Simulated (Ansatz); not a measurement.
Gas-phase electronic energies from Ansatz, PBE0-D4/def2-TZVP geometries. CBS: MP2 limit from def2 TZ/QZ plus the TZ coupled-cluster correction, frozen cores. This one scheme is used for every species. One conformer a species, not always the lowest.

Consider the ligand exchange at the Si–S bond: `F[SiH](F)S` + `N[SiH](O)O` → `O[SiH](O)N[SiH](F)F` + H₂S.

`F[SiH](F)S`:

Cartesian coordinates in Å:
```
F 0.061 -1.435 -0.910
Si 0.325 -0.334 0.198
F 1.615 0.448 -0.290
S -1.323 0.959 0.401
H 0.597 -0.983 1.488
H -1.276 1.345 -0.887
```

`N[SiH](O)O`:

Z-matrix (Å, degrees):
```
Si
O 1 1.639
O 1 1.639 2 116.1
N 1 1.714 2 107.1 3 -119.6
H 1 1.475 2 104.4 3 114.2
H 2 0.959 1 117.1 3 74.9
H 3 0.959 1 117.0 2 -75.2
H 4 1.008 1 119.6 2 171.6
H 4 1.008 1 119.6 2 -46.2
```

`O[SiH](O)N[SiH](F)F`:

Cartesian coordinates in Å:
```
O 0.889 -1.198 -1.904
Si 0.391 0.147 -1.129
O -1.232 0.291 -1.290
N 0.721 -0.049 0.544
Si -0.430 -0.109 1.788
F 0.351 0.013 3.164
F -1.410 1.140 1.671
H 0.880 -1.194 -2.863
H 1.088 1.335 -1.682
H -1.651 1.093 -0.971
H 1.684 -0.164 0.826
H -1.281 -1.304 1.845
```

H₂S:

```xyz
3

S    -0.118    0.549    0.261
H     0.575   -0.533    0.646
H    -0.457   -0.016   -0.907
```

```json
{"level": "HF/def2-QZVPP", "ΔE (kcal/mol)": "-8.0"}
{"level": "CCSD/CBS(def2)", "ΔE (kcal/mol)": "-6.4"}
```

Question: What does CCSD(T)/CBS give? (Estimate.)

Answer: The calculation gave: -6.0 kcal/mol. The listed levels differ from it by -2.0, -0.4 kcal/mol.

Largest T1 diagnostic among the species: 0.012.

From PBE to PBE0 (25 % exact exchange), in def2-TZVPP and without D4, ΔE moves by −1.3 kcal/mol. In def2-TZVPP, CCSD(T) changes the Hartree–Fock value by +1.1 kcal/mol (the triples alone add +0.4 kcal/mol) and MP2 by +1.9 kcal/mol.
